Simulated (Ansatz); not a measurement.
Molecule: BCl$_{2}$, charge 1, multiplicity 1. 
Structure (B3LYP-D3(BJ)/def2-TZVP (Ansatz, an electronic-structure program) minimum search):
```xyz
3

Cl     0.0000     0.0000    -1.6135
B      0.0000     0.0000     0.0000
Cl     0.0000     0.0000     1.6135
```
Charge +1, spin multiplicity 1.

Basis-set convergence of Hartree-Fock and MP2 correlation energies (hartree) with Ansatz. Valence correlation only, unless marked. No spin-orbit coupling. No relativistic terms.

| basis | functions | E(HF) | E(corr, MP2) |
|---|---|---|---|
| cc-pV(D+d)Z | 60 | -943.45283 | -0.34094 |
| cc-pV(T+d)Z | 108 | -943.49061 | -0.44581 |
| cc-pV(Q+d)Z | 183 | -943.49912 | -0.48661 |

Extrapolating the two largest sets (X = 3 and 4) as X^-3: E(corr) = (64·(-0.48661) - 27·(-0.44581))/37 = -0.5164 Eh, an estimate of the basis-set limit. The largest set recovers 94.2 % of it, the smallest 66.0 %.
